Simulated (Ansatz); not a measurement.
Start from `[Cl][Ti]([Cl])([Cl])[Br]` and change one atom or group to get `[SH][Ti]([Cl])([Cl])[Cl]`.

Ansatz, PBE0-D4/def2-TZVP geometries, multiplicity 1. Each molecule was computed in one conformer, which needn't be the lowest.

Scalar relativity is left out up to krypton. Spin–orbit coupling is left out; it splits and shifts lone-pair levels of the heavy atoms by tenths of an eV.

```tsv
property	`[Cl][Ti]([Cl])([Cl])[Br]`
size of the dipole moment (B3LYP/def2-TZVPP) / D	0.16
HOMO energy (B3LYP/def2-TZVPP) / eV	-8.89
HOMO–LUMO gap (PBE0/def2-TZVPP) / eV	5.44
LUMO energy (ωB97M-V/def2-TZVPP) / eV	-1.63
size of the dipole moment (PBE/def2-TZVPP) / D	0.18
HOMO–LUMO gap (B3LYP/def2-TZVPP) / eV	4.96
```

Question: Give the same properties after the change, and the shifts. (Estimate.)

Answer: Computed: 
```
                                        property  `[SH][Ti]([Cl])([Cl])[Cl]`  shift
size of the dipole moment (B3LYP/def2-TZVPP) / D                        0.87   0.71
             HOMO energy (B3LYP/def2-TZVPP) / eV                       -8.06   0.83
            HOMO–LUMO gap (PBE0/def2-TZVPP) / eV                        4.70  -0.74
           LUMO energy (ωB97M-V/def2-TZVPP) / eV                       -1.46   0.17
  size of the dipole moment (PBE/def2-TZVPP) / D                        0.81   0.63
           HOMO–LUMO gap (B3LYP/def2-TZVPP) / eV                        4.23  -0.73
```

With PBE0 the HOMO rises by 0.85 eV and the LUMO rises by 0.11 eV, so the gap narrows by about 0.74 eV. PBE moves the HOMO by 0.78 eV and ωB97M-V by 0.87 eV. The zero-point energy changes by 20.4 kJ/mol with +3 modes. Dipoles are sizes alone; their direction can turn.

B3LYP here is the variant with VWN-RPA as its local correlation; programs differ in this.
